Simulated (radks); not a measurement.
Problem. Eu3+, 60 electrons, occupied as [Xe] 4f4 5d1 6p1 (not the ground configuration). Method: non-relativistic Kohn-Sham, BLYP, spin-polarised, spherical densities, point nucleus; open shells are filled with parallel spins first (spin-orbit coupling, left out, can overturn this in heavy ions); relativity is left out, which matters for an element this heavy; computed with a radial shooting solver on a logarithmic mesh with Libxc functionals. Some entries of the table are withheld. Estimate them.

| orbital | occ. | eigenvalue (eV) | <1/r> (bohr^-1) |
|---|---|---|---|
| 1s up | 1 | -45605.26 | 62.46 |
| 1s down | 1 | -45605.25 | 62.46 |
| 2s up | 1 | -7278.579 | 14.50 |
| 2s down | 1 | -7278.447 | 14.50 |
| 2p up | 3 | -6921.139 | 14.53 |
| 2p down | 3 | -6921.044 | 14.53 |
| 3s up | 1 | -1641.832 | 5.452 |
| 3s down | 1 | -1639.700 | 5.457 |
| 3p up | 3 | -1483.433 | 5.391 |
| 3p down | 3 | -1481.478 | 5.396 |
| 3d up | 5 | -1188.000 | 5.287 |
| 3d down | 5 | -1186.550 | 5.291 |
| 4s up | 1 | -364.8469 | 2.342 |
| 4s down | 1 | -360.7483 | 2.340 |
| 4p up | 3 | -303.1264 | 2.252 |
| 4p down | 3 | -299.0588 | 2.249 |
| 4d up | 5 | -193.2064 | 2.057 |
| 4d down | 5 | -189.2015 | 2.053 |
| 5s up | 1 | -78.9417 | 0.9673 |
| 5s down | 1 | -76.8727 | 0.9587 |
| 5p up | 3 | (1) | 0.8771 |
| 4f up | 4 | -58.9157 | 1.644 |
| 5p down | 3 | (2) | 0.8679 |
| 4f down | 0 | -55.1135 | 1.631 |
| 5d up | 1 | (3) | 0.6707 |
| 5d down | 0 | (4) | 0.6610 |
| 6p up | 1 | -20.4233 | 0.3700 |

Solution. 
(1) 5p up eigenvalue (eV): -60.5583
(2) 5p down eigenvalue (eV): -58.7119
(3) 5d up eigenvalue (eV): -32.6295
(4) 5d down eigenvalue (eV): -31.2370
